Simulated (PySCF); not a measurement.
From one molecule to another.

First species: C7H14FN.
InChI=1S/C7H14FN/c1-3-7(4-8)6(2)5-9/h3,6-7H,1,4-5,9H2,2H3/t6-,7+/m1/s1

Second species: C7H14FN.
SMILES with atom numbers: `[CH3:1][C:2]([CH3:3])([CH3:4])[C@@H:5]1[NH:6][CH2:7][C@H:8]1[F:9]` (hydrogens: H10, H11, H12 on C1; H13, H14, H15 on C3; H16, H17, H18 on C4; H19 on C5; H20 on N6; H21, H22 on C7; H23 on C8)

Levels: PBE0/pcSseg-1 for HOMO energy, LUMO energy and HOMO–LUMO gap. Geometries: GFN2-xTB. Each species is one conformer at its optimised geometry, gas phase, non-relativistic unless stated; the electronic structure was computed with PySCF and density fitting.

The conformers computed, where there is a choice (atom-mapped SMILES and torsion angles):
- `[CH3:1][C:2]([CH3:3])([CH3:4])[C@@H:5]1[NH:6][CH2:7][C@H:8]1[F:9]`: C1–C2–C5–N6 172°

The conformers of `C=C[C@@H](CF)[C@H](C)CN` aren't listed.

Values for the first species:

```
HOMO energy   : -6.92 eV
LUMO energy   : 0.42 eV
HOMO–LUMO gap : 7.34 eV
```

Q: Estimate the same properties for the second species, and the change in each.

A: 
```
     property     first    second  second less first
  HOMO energy  -6.92 eV  -6.75 eV           +0.17 eV
  LUMO energy   0.42 eV   1.17 eV           +0.75 eV
HOMO–LUMO gap   7.34 eV   7.92 eV           +0.58 eV
```

On the first:  GFN2-xTB frequencies show an imaginary mode (24i cm⁻¹), so this geometry is no minimum at that level.

